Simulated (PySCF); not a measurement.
Cards and structures have been mixed up. Pair them.

Structures:
1. `O=CC#CC(=O)[O-]`
2. `[CH3][AlH][CH3]`
3. `C[C@H]1C[C@H]([BH2-][PH3+])C1`
4. `O=CN[C@H]1CC12CCC2`

Card P (geometry PBE0-D3(BJ)/def2-SVP):
* Rotational constants A, B, C: 2.423, 1.518, 1.128 GHz
* Static isotropic polarisability (PBE0/def2-SVPD): 89.7 au
* Strongest line among the 10 lowest singlet transitions (TDDFT PBE0/def2-SVPD): S3 at 6.70 eV (185 nm, f = 0.102)
* Lowest triplet excitation (Tamm–Dancoff) (TDA PBE0/def2-SVPD): 5.08 eV
* Lowest singlet excitation (TDDFT PBE0/def2-SVPD): 5.63 eV (220 nm, f = 0.002)
* Vertical ionisation energy (ΔSCF PBE0/def2-SVPD): 9.04 eV

Card Q (geometry PBE0-D3(BJ)/def2-SVP):
- Rotational constants A, B, C: 19.989, 5.150, 4.314 GHz
- Static isotropic polarisability (CAM-B3LYP/def2-SVPD): 54.1 au
- Strongest line among the 15 lowest singlet transitions (TDDFT CAM-B3LYP/def2-SVPD): S7/S8 at 8.35 eV (149 nm, f = 0.327 summed over these states)
- Dipole moment (CAM-B3LYP/def2-SVPD): 0.63 D
- Isotropic shieldings of nuclei other than C and H, by class (GIAO B3LYP/pcSseg-1 (pcSseg-2 on Al)): 239 (1 Al) ppm
- 13C chemical shifts (computed TMS as zero) by class (GIAO B3LYP/pcSseg-1 (pcSseg-2 on Al)): -6.4 (2 C) ppm

Card R (geometry PBE0-D3(BJ)/def2-SVP):
* Rotational constants A, B, C: 10.333, 1.088, 1.016 GHz
* Static isotropic polarisability (CAM-B3LYP/def2-SVPD): 71.6 au
* HOMO energy (CAM-B3LYP/def2-SVPD): -4.19 eV
* Strongest line among the 6 lowest singlet transitions (TDDFT CAM-B3LYP/def2-SVPD): S3 at 4.52 eV (275 nm, f = 0.139)
* Point group: Cs
* Lowest singlet excitation (TDDFT CAM-B3LYP/def2-SVPD): 4.16 eV (298 nm, f = 0.001)

Card S (geometry PBE0-D3(BJ)/def2-SVP):
* Rotational constants A, B, C: 3.501, 1.260, 1.114 GHz
* Static isotropic polarisability (CAM-B3LYP/def2-SVPD): 101.6 au
* Dipole moment (CAM-B3LYP/def2-SVPD): 3.53 D
* Point group: Cs
* Lowest singlet excitation (TDDFT CAM-B3LYP/def2-SVPD): 7.15 eV (173 nm, f = 0.007)
* Strongest line among the 6 lowest singlet transitions (TDDFT CAM-B3LYP/def2-SVPD): S3 at 7.30 eV (170 nm, f = 0.046)

All species are isolated and taken at one optimised geometry, non-relativistic unless stated; the electronic structure was computed with PySCF and density fitting. NMR classes are plain means over equivalent atoms (diastereotopic ones count apart unless rotation or inversion swaps them), as if these changed places fast.

Problem. Which card belongs to which structure?

Solution. P = 4, Q = 2, R = 1, S = 3. What ties each card to its structure:
- 1 (card R), [C4HO3]-, monoisotopic mass 97.0 u, 7 heavy atoms: a HOMO at -4.19 eV for the only species of charge -1; an asymmetric top with C = 1.016 GHz, the lowest such constant on the cards; polarisability 71.6 au for 50 electrons.
- 2 (card Q), C2H7Al, monoisotopic mass 58.0 u, 3 heavy atoms: 2 C in 1 class; an asymmetric top with C = 4.314 GHz, the highest such constant on the cards; polarisability 54.1 au for 32 electrons; dipole 0.63 D.
- 3 (card S), C5H14BP, monoisotopic mass 116.1 u, 7 heavy atoms: an asymmetric top with C = 1.114 GHz; polarisability 101.6 au for 64 electrons; dipole 3.53 D.
- 4 (card P), C7H11NO, monoisotopic mass 125.1 u, 9 heavy atoms: an asymmetric top with C = 1.128 GHz; polarisability 89.7 au for 68 electrons.
